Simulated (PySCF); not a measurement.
CsF, singlet, at a GFN2-xTB geometry (such geometries of metal compounds can be far from the true shape) (core potentials on Cs). Base run: CAMB3LYP/def2-SV(P) (PySCF).

Here is a job for PySCF.
```python
from pyscf import gto, scf, dft

mol = gto.M(
    atom='''
Cs   -0.00000000   -0.00000000   -0.32413647
F     0.00000000    0.00000000    1.98083399
''',
    basis='def2-sv(p)',
    ecp={'Cs': 'def2-sv(p)'},
    verbose=4,
)

mf = dft.RKS(mol)
mf.xc = 'camb3lyp'
mf.kernel()
```

The base run was repeated with changes; each row names its change, and settings that it needs were set with it.

```tsv
change	ΔE vs base (µEh)	grid points	electrons on the grid	outcome
base	0.0	37976	18.00005	converged
grids.atom_grid = (30, 110)	-3151	4888	17.99928	converged
grids.prune = off	58.7	66056	17.99996	converged
grids.atom_grid = (50, 194)	969	12896	17.99982	converged
grids.level = 7	36.3	185840	18.00000	converged
grids.radi_method = mura_knowles	24.5	30608	18.00004	converged
grids.prune = dft.gen_grid.sg1_prune	-	-	-	input refused
grids.atom_grid = (75, 302)	38.4	27768	17.99961	converged
grids.atom_grid = (150, 974)	36.7	153120	18.00000	converged
grids.radi_method = delley	33.5	32056	17.99991	converged
grids.becke_scheme = stratmann	-115	37976	18.00014	converged
```

- grids.prune = dft.gen_grid.sg1_prune: ended with `IndexError: index 55 is out of bounds for axis 0 with size 19`
